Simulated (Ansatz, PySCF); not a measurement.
Breaking a bond: SiBe, lowest singlet found (which spin is the ground state isn't settled by this scan).

- RKS-B3LYP/6-31G* = restricted B3LYP/6-31G*, spherical d run with PySCF 2.14.0
- RHF/STO-3G = restricted Hartree-Fock/STO-3G run with PySCF
- RKS-PBE = Ansatz (an electronic-structure program) with restricted PBE/aug-cc-pVDZ

Total energies in hartree (comparable only within one method and basis):

| R / Å | RKS-B3LYP/6-31G* | RHF/STO-3G | RKS-PBE |
|---|---|---|---|
| 1.48 | -303.88694 | -299.68796 | -303.69944 |
| 1.62 | -303.97488 | -299.76886 | -303.78947 |
| 1.72 | -304.01346 | -299.80036 | -303.82927 |
| 1.81 | -304.03589 | -299.81518 | -303.85266 |
| 1.88 | -304.04728 | -299.82002 | -303.86472 |
| 1.98 | -304.05671 | -299.81948 | -303.87500 |
| 2.03 | -304.05912 | -299.81679 | -303.87778 |
| 2.08 | -304.06033 | -299.81296 | -303.87932 |
| 2.17 | -304.06017 | -299.80415 | -303.87965 |
| 2.21 | -304.05934 | -299.79980 | -303.87900 |
| 2.34 | -304.05453 | -299.78555 | -303.87454 |
| 2.46 | -304.04835 | -299.77385 | -303.86840 |

The scan ran from 1.48 to 7.02 Å; beyond the distances shown full CI changes its symmetry label. The restricted form behind RKS-B3LYP/6-31G*, RHF/STO-3G, RKS-PBE keeps the bonding electrons paired and can't separate into open-shell fragments.
